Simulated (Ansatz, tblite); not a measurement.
Removing and adding an electron: the cluster TaO₄H₃ (the lowest singlet isomer of a short search). The state is a singlet with charge 0. Geometry: PBE-D4/def2-SVP. Ansatz, gas phase; energy differences of separate SCF runs; the oxidised species was run as a doublet alone; the reduced species was run as a doublet alone.

| atom | x (Å) | y (Å) | z (Å) |
| --- | --- | --- | --- |
| Ta1 | -0.0434 | 0.0159 | 0.0094 |
| O2 | -1.6603 | 0.7433 | 0.7959 |
| O3 | -1.8378 | 0.3811 | -0.6333 |
| O4 | 1.3728 | 1.2837 | -0.0001 |
| O5 | 0.4832 | -1.6087 | 0.8439 |
| H6 | 0.0639 | -0.5107 | -1.6828 |
| H7 | 0.0949 | -2.4833 | 1.0137 |
| H8 | 1.5268 | 2.1786 | -0.3467 |

In the def2 sets Ta takes a core potential; there is no spin–orbit coupling. The xTB rows come from tblite. The structure holds one bond between oxygen atoms, so isomers without such links may lie far lower. HOMO above LUMO, or a gap near zero within one spin, warns that the state may not be the lowest or that an electron is smeared out. The structure comes from a short search, and lower isomers may exist.

Question: Estimate orbital energies and vertical ionisation energies and electron affinities at: GFN1-xTB; GFN2-xTB; PBE-D4/def2-TZVP; PBE-D4/def2-TZVPD; r2SCAN-D4/def2-TZVP; r2SCAN-D4/def2-TZVPD; PBE0-D4/def2-TZVP; PBE0-D4/def2-TZVPD.

Answer: 
```
               level  −HOMO (eV)  vertical IE (eV)  −LUMO (eV)  vertical EA (eV)  HOMO–LUMO gap (eV)  IE − EA (eV)                                                                   remarks
            GFN1-xTB       11.21             14.70        7.75              4.94                3.46          9.76                                                                         –
            GFN2-xTB       11.09             14.71        7.95              4.77                3.13          9.95                                                                         –
    PBE-D4/def2-TZVP        5.94              9.51        2.22                 –                3.72             –                                                                         –
   PBE-D4/def2-TZVPD        6.01                 –        2.31             -0.19                3.70             –  HOMO above zero (-1 doublet), gap within one spin near zero (-1 doublet)
 r2SCAN-D4/def2-TZVP        6.24              9.60        2.12                 –                4.12             –                                                                         –
r2SCAN-D4/def2-TZVPD        6.27                 –        2.16             -0.37                4.11             –                                              HOMO above zero (-1 doublet)
   PBE0-D4/def2-TZVP        7.52              9.71        1.43                 –                6.09             –                                                                         –
  PBE0-D4/def2-TZVPD        7.57                 –        1.49             -0.36                6.08             –                                              HOMO above zero (-1 doublet)
```

   A HOMO above zero means that the electron is unbound at that level or that self-interaction error raises the level; the energy of removing that electron tells which. Raw xTB energy differences between charge states are shifted by several eV; the methods need an empirical correction for them. A negative affinity means that the extra electron isn't bound; its size then hangs on the basis.
